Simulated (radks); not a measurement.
All-electron atom: neutral lead in [Hg] 6p2. Method: scalar-relativistic Kohn-Sham, BLYP, spin-polarised, spherical densities, finite nucleus; open shells are filled with parallel spins first (spin-orbit coupling, left out, can overturn this in heavy ions); Fermi nuclear charge, rms radius 5.5012 fm; computed with a radial shooting solver on a logarithmic mesh with Libxc functionals.

Local quantities along the radius. ELF = 1/(1 + alpha^2) is the electron localisation function; alpha = (tau - tau_W)/tau_unif compares the Pauli kinetic energy density with that of the uniform gas (summed over spins); r v_xc is r times the local exchange-correlation potential of spin up (hartree bohr); 4 pi r^2 rho is in e/bohr. tau is taken from the large components.

r (bohr)     ELF    alpha   r v_xc  4 pi r^2 rho
0.0008349  1.000  0.02147  -0.1366         9.522
0.001141   0.999  0.02335  -0.1567         14.94
0.001571   0.999  0.02645  -0.1845         23.25
0.002146   0.999  0.03135  -0.2197         34.85
0.002932   0.998  0.03951  -0.2631         50.42
0.004005   0.997  0.05393  -0.3143         69.56
0.005471   0.993  0.08149  -0.3708         90.00
0.007475   0.981   0.1399  -0.4277         107.0
0.01029    0.926   0.2829  -0.4788         114.7
0.01406    0.718   0.6261  -0.5147         110.1
0.01921    0.400    1.226  -0.5410         102.0
0.02625    0.361    1.330  -0.5980         108.4
0.03586    0.609   0.8014  -0.7427         135.8
0.04899    0.742   0.5897  -0.8690         155.6
0.06746    0.542   0.9195  -0.9050         137.4
0.09216    0.354    1.350  -0.9340         122.0
0.1259     0.633   0.7607   -1.152         143.1
0.172      0.656   0.7238   -1.219         127.0
0.235      0.288    1.571   -1.115         83.64
0.321      0.603   0.8122   -1.379         94.93
0.4421     0.680   0.6856   -1.445         80.41
0.604      0.346    1.375   -1.227         38.73
0.8251     0.508   0.9838   -1.230         25.84
1.127      0.646   0.7396   -1.224         17.91
1.54       0.443    1.122   -1.067         8.470
2.121      0.380    1.277  -0.9420         3.568
2.897      0.529   0.9436  -0.8552         1.568
3.958      0.546   0.9125  -0.7145        0.5891
5.407      0.306    1.505  -0.5157        0.1546
7.387      0.059    4.012  -0.3389       0.02311
10.09      0.003    19.00  -0.2208      0.001563

On this mesh the ELF has minima near r = 0.023, 0.092, 0.23, 0.70, 1.8 bohr, which separate the shells, and maxima near 0.049 (0.74), 0.15 (0.71), 0.38 (0.71), 0.97 (0.65), 3.4 (0.57).

Self-consistent cycle (total energy in hartree, residual of the potential): 1: -20871.46886, 9e+00; 2: -20876.59979, 4e+00; 3: -20877.23799, 9e-01; 4: -20877.12471, 2e-01; 5: -20877.13366, 2e-02; 6: -20877.13923, 5e-03; 7: -20877.13926, 4e-04; 8: -20877.13926, 4e-04; 9: -20877.13926, 1e-04; 10: -20877.13926, 1e-05; 11: -20877.13926, 8e-07; 12: -20877.13926, 2e-07; 13: -20877.13926, 3e-08; 14: -20877.13926, 1e-08.
